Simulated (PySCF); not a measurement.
CH5AlFNO. Atoms are numbered in the order given.

```xyz
10

Al    -0.0330    -0.5362     0.0000
F     -1.0766    -1.8332     0.0000
N     -0.6843     1.0996     0.0000
C      0.0697     2.3407     0.0000
H     -1.6889     1.2534     0.0000
H     -0.1345     2.9641    -0.8915
H     -0.1345     2.9641     0.8915
H      1.1491     2.1226     0.0000
O      1.6474    -0.7490     0.0000
H      2.1195    -1.5841     0.0000
```
Charge 0, spin multiplicity 1.

Geometry optimised at r2SCAN-D4/def2-SVP. The structure was generated by enumeration; whether it is a known compound was not checked. The values are those of a single conformer.

Calculation: r2SCAN-D4/def2-SVP in PySCF.

Frequencies are harmonic and unscaled.

Task: Give all harmonic wavenumbers and intensities. (An estimate is asked for; the answer gives what the named calculation found.)

Result: 
| mode | ν (cm⁻¹) | IR (km/mol) | Raman (Å⁴/amu) | depolarisation | moving atoms (share of kinetic energy) |
|---|---|---|---|---|---|
| 1 | 112 | 0.0 | 0.7 | 0.75 | O 31 %, C 27 %, H 20 %, F 11 %, Al 9 % |
| 2 | 114 | 1.0 | 0.0 | – | H 30 %, N 29 %, C 17 %, F 17 % |
| 3 | 161 | 0.2 | 0.1 | 0.75 | H 89 % |
| 4 | 224 | 47.5 | 0.9 | 0.72 | F 41 %, O 21 %, H 14 %, Al 12 % |
| 5 | 277 | 19.2 | 2.4 | 0.75 | Al 57 %, H 17 %, N 13 % |
| 6 | 294 | 152.9 | 2.3 | 0.75 | H 78 %, O 13 % |
| 7 | 323 | 1.7 | 1.4 | 0.27 | N 29 %, C 19 %, H 17 %, F 16 %, Al 14 % |
| 8 | 518 | 122.6 | 4.1 | 0.75 | H 89 %, N 11 % |
| 9 | 537 | 144.6 | 3.4 | 0.21 | H 71 %, O 24 % |
| 10 | 655 | 18.4 | 13.1 | 0.05 | N 33 %, O 23 %, F 20 %, H 15 % |
| 11 | 877 | 134.1 | 2.1 | 0.43 | Al 47 %, F 24 % |
| 12 | 946 | 122.8 | 1.6 | 0.53 | Al 49 %, O 29 %, F 15 % |
| 13 | 1077 | 22.6 | 1.5 | 0.54 | H 85 %, C 10 % |
| 14 | 1138 | 0.1 | 0.7 | 0.75 | H 76 %, C 19 % |
| 15 | 1157 | 122.2 | 5.8 | 0.47 | N 45 %, C 35 %, H 17 % |
| 16 | 1385 | 48.4 | 5.3 | 0.05 | H 66 %, N 22 %, C 11 % |
| 17 | 1447 | 15.9 | 10.9 | 0.69 | H 86 %, C 14 % |
| 18 | 1469 | 1.9 | 18.6 | 0.75 | H 97 % |
| 19 | 1498 | 5.0 | 25.4 | 0.70 | H 96 % |
| 20 | 2981 | 105.7 | 193.6 | 0.05 | H 97 % |
| 21 | 3043 | 49.1 | 158.6 | 0.75 | H 90 %, C 10 % |
| 22 | 3117 | 16.1 | 59.7 | 0.72 | H 91 %, C 9 % |
| 23 | 3593 | 19.3 | 96.5 | 0.24 | H 93 % |
| 24 | 3961 | 116.1 | 108.1 | 0.27 | H 94 % |
